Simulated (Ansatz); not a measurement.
C₂H₇ClOSi, SMILES `[SiH3]OCCCl` at its PBE0-D4/def2-TZVP geometry, where that method's forces vanish. The species carries charge 0 and has multiplicity 1.

```xyz
12

Si   -1.5515    1.0916    0.9227
O    -0.7090   -0.1526    0.2493
C     0.6039   -0.0071   -0.2400
C     1.0358   -1.3465   -0.7886
Cl    2.6919   -1.2336   -1.4233
H    -1.7119    2.2040   -0.0539
H    -0.8396    1.6195    2.1191
H    -2.8704    0.5393    1.3041
H     1.2901    0.3030    0.5577
H     0.6478    0.7481   -1.0346
H     1.0275   -2.1060   -0.0083
H     0.3856   -1.6596   -1.6041
```

Task: What forces (eV/Å) does r2SCAN-D4/def2-TZVPP give on these atoms in Ansatz? (Best estimate.)

Result: Ansatz gave: 
```
Si1 -0.042  0.053  0.032
O2  -0.287 -0.109  0.085
C3   0.287  0.166 -0.068
C4  -0.212 -0.148  0.044
Cl5  0.234  0.023 -0.088
H6   0.001 -0.018  0.023
H7  -0.017 -0.005 -0.023
H8   0.033  0.018 -0.009
H9   0.008  0.003  0.008
H10  0.001  0.008 -0.010
H11 -0.006  0.006 -0.004
H12 -0.001  0.002  0.009
```
